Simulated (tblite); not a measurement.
Compound: C6H14N (charge +1).
Bonds: C1–N2, N2–C3, N2–C4, C4–C5, C5–C6, C6–C7, N2–C7. Hydrogens: H8, H9, H10 on C1; H11, H12, H13 on C3; H14, H15 on C4; H16, H17 on C5; H18, H19 on C6; H20, H21 on C7.

Computed with GFN2-xTB (tblite), gas phase: Langevin dynamics at 300 K from the optimised GFN2-xTB geometry, time step 0.5 fs, friction 0.01 fs⁻¹, 2000 steps. The instantaneous temperature is 2·E(kin)/(3Nk) with all 3N coordinates.

```json
{"t (fs)": "0", "T (K)": "236", "E(pot) above start (eV)": "0.000", "C1–N2 (Å)": "1.473", "N2–C3 (Å)": "1.473", "N2–C4 (Å)": "1.504", "C4–C5 (Å)": "1.523", "C5–C6 (Å)": "1.525", "C1–H8 (Å)": "1.089"}
{"t (fs)": "50", "T (K)": "190", "E(pot) above start (eV)": "0.518", "C1–N2 (Å)": "1.429", "N2–C3 (Å)": "1.469", "N2–C4 (Å)": "1.514", "C4–C5 (Å)": "1.551", "C5–C6 (Å)": "1.566", "C1–H8 (Å)": "1.069"}
{"t (fs)": "100", "T (K)": "176", "E(pot) above start (eV)": "0.487", "C1–N2 (Å)": "1.474", "N2–C3 (Å)": "1.463", "N2–C4 (Å)": "1.461", "C4–C5 (Å)": "1.513", "C5–C6 (Å)": "1.519", "C1–H8 (Å)": "1.101"}
{"t (fs)": "150", "T (K)": "352", "E(pot) above start (eV)": "0.506", "C1–N2 (Å)": "1.428", "N2–C3 (Å)": "1.468", "N2–C4 (Å)": "1.517", "C4–C5 (Å)": "1.539", "C5–C6 (Å)": "1.517", "C1–H8 (Å)": "1.080"}
{"t (fs)": "200", "T (K)": "298", "E(pot) above start (eV)": "0.993", "C1–N2 (Å)": "1.507", "N2–C3 (Å)": "1.478", "N2–C4 (Å)": "1.512", "C4–C5 (Å)": "1.548", "C5–C6 (Å)": "1.557", "C1–H8 (Å)": "1.119"}
{"t (fs)": "250", "T (K)": "266", "E(pot) above start (eV)": "1.175", "C1–N2 (Å)": "1.452", "N2–C3 (Å)": "1.496", "N2–C4 (Å)": "1.526", "C4–C5 (Å)": "1.518", "C5–C6 (Å)": "1.539", "C1–H8 (Å)": "1.063"}
{"t (fs)": "300", "T (K)": "357", "E(pot) above start (eV)": "0.941", "C1–N2 (Å)": "1.492", "N2–C3 (Å)": "1.506", "N2–C4 (Å)": "1.503", "C4–C5 (Å)": "1.541", "C5–C6 (Å)": "1.527", "C1–H8 (Å)": "1.102"}
{"t (fs)": "350", "T (K)": "270", "E(pot) above start (eV)": "1.118", "C1–N2 (Å)": "1.425", "N2–C3 (Å)": "1.588", "N2–C4 (Å)": "1.508", "C4–C5 (Å)": "1.529", "C5–C6 (Å)": "1.581", "C1–H8 (Å)": "1.088"}
{"t (fs)": "400", "T (K)": "407", "E(pot) above start (eV)": "0.830", "C1–N2 (Å)": "1.515", "N2–C3 (Å)": "1.517", "N2–C4 (Å)": "1.557", "C4–C5 (Å)": "1.494", "C5–C6 (Å)": "1.552", "C1–H8 (Å)": "1.093"}
{"t (fs)": "450", "T (K)": "350", "E(pot) above start (eV)": "0.688", "C1–N2 (Å)": "1.513", "N2–C3 (Å)": "1.514", "N2–C4 (Å)": "1.495", "C4–C5 (Å)": "1.525", "C5–C6 (Å)": "1.564", "C1–H8 (Å)": "1.070"}
{"t (fs)": "500", "T (K)": "380", "E(pot) above start (eV)": "0.741", "C1–N2 (Å)": "1.423", "N2–C3 (Å)": "1.441", "N2–C4 (Å)": "1.546", "C4–C5 (Å)": "1.538", "C5–C6 (Å)": "1.515", "C1–H8 (Å)": "1.087"}
{"t (fs)": "550", "T (K)": "279", "E(pot) above start (eV)": "0.824", "C1–N2 (Å)": "1.567", "N2–C3 (Å)": "1.455", "N2–C4 (Å)": "1.545", "C4–C5 (Å)": "1.520", "C5–C6 (Å)": "1.516", "C1–H8 (Å)": "1.070"}
{"t (fs)": "600", "T (K)": "287", "E(pot) above start (eV)": "0.670", "C1–N2 (Å)": "1.477", "N2–C3 (Å)": "1.512", "N2–C4 (Å)": "1.512", "C4–C5 (Å)": "1.501", "C5–C6 (Å)": "1.590", "C1–H8 (Å)": "1.118"}
{"t (fs)": "650", "T (K)": "197", "E(pot) above start (eV)": "0.668", "C1–N2 (Å)": "1.460", "N2–C3 (Å)": "1.459", "N2–C4 (Å)": "1.433", "C4–C5 (Å)": "1.570", "C5–C6 (Å)": "1.546", "C1–H8 (Å)": "1.047"}
{"t (fs)": "700", "T (K)": "249", "E(pot) above start (eV)": "0.615", "C1–N2 (Å)": "1.436", "N2–C3 (Å)": "1.485", "N2–C4 (Å)": "1.473", "C4–C5 (Å)": "1.526", "C5–C6 (Å)": "1.538", "C1–H8 (Å)": "1.128"}
{"t (fs)": "750", "T (K)": "227", "E(pot) above start (eV)": "0.640", "C1–N2 (Å)": "1.465", "N2–C3 (Å)": "1.477", "N2–C4 (Å)": "1.492", "C4–C5 (Å)": "1.514", "C5–C6 (Å)": "1.589", "C1–H8 (Å)": "1.058"}
{"t (fs)": "800", "T (K)": "269", "E(pot) above start (eV)": "0.661", "C1–N2 (Å)": "1.443", "N2–C3 (Å)": "1.498", "N2–C4 (Å)": "1.507", "C4–C5 (Å)": "1.563", "C5–C6 (Å)": "1.508", "C1–H8 (Å)": "1.133"}
{"t (fs)": "850", "T (K)": "260", "E(pot) above start (eV)": "0.624", "C1–N2 (Å)": "1.506", "N2–C3 (Å)": "1.492", "N2–C4 (Å)": "1.469", "C4–C5 (Å)": "1.529", "C5–C6 (Å)": "1.530", "C1–H8 (Å)": "1.085"}
{"t (fs)": "900", "T (K)": "288", "E(pot) above start (eV)": "0.609", "C1–N2 (Å)": "1.488", "N2–C3 (Å)": "1.459", "N2–C4 (Å)": "1.475", "C4–C5 (Å)": "1.530", "C5–C6 (Å)": "1.546", "C1–H8 (Å)": "1.097"}
{"t (fs)": "950", "T (K)": "295", "E(pot) above start (eV)": "0.623", "C1–N2 (Å)": "1.487", "N2–C3 (Å)": "1.521", "N2–C4 (Å)": "1.485", "C4–C5 (Å)": "1.565", "C5–C6 (Å)": "1.531", "C1–H8 (Å)": "1.117"}
{"t (fs)": "1000", "T (K)": "337", "E(pot) above start (eV)": "0.653", "C1–N2 (Å)": "1.496", "N2–C3 (Å)": "1.445", "N2–C4 (Å)": "1.512", "C4–C5 (Å)": "1.506", "C5–C6 (Å)": "1.538", "C1–H8 (Å)": "1.064"}
```

**Question.** From 500 fs on, how do temperature and potential energy compare with equipartition?

**Answer.** The mean temperature of these 11 frames is 279 K against the target 300 K, and the mean potential energy 0.67 eV against 57 × kT/2 = 0.74 eV for 57 classical harmonic modes. For 21 atoms in a canonical ensemble the temperature itself scatters by T·√(2/(3N)) = 53 K; here its standard deviation is 48 K. The whole run lasts only 10 friction times of 100 fs, so these averages carry a wide statistical error.

**Question.** What are the kinetic and total energies of the listed frame with the highest potential energy?

**Answer.** The one at 250 fs, 1.175 eV above the start. Its kinetic energy is 3NkT/2 = 0.723 eV at 266 K, so the sum is 1.90 eV; over the listed frames the sum runs from 0.64 to 1.94 eV, since the thermostat adds and removes energy.

**Question.** How much do the listed bonds fluctuate from 500 fs on?

**Answer.** 
| bond | at the start (Å) | mean (Å) | standard deviation (Å) |
| --- | --- | --- | --- |
| C1–N2 | 1.473 | 1.477 | 0.038 |
| N2–C3 | 1.473 | 1.477 | 0.026 |
| N2–C4 | 1.504 | 1.495 | 0.032 |
| C4–C5 | 1.523 | 1.533 | 0.023 |
| C5–C6 | 1.525 | 1.541 | 0.026 |
| C1–H8 | 1.089 | 1.091 | 0.028 |

The motion is classical and holds no zero-point motion.

The cost below is that of the whole dynamics run. Time: 36 s; peak memory 0.18 GiB. Hardware: an Intel Xeon at 2.50 GHz with one thread, on a shared host.
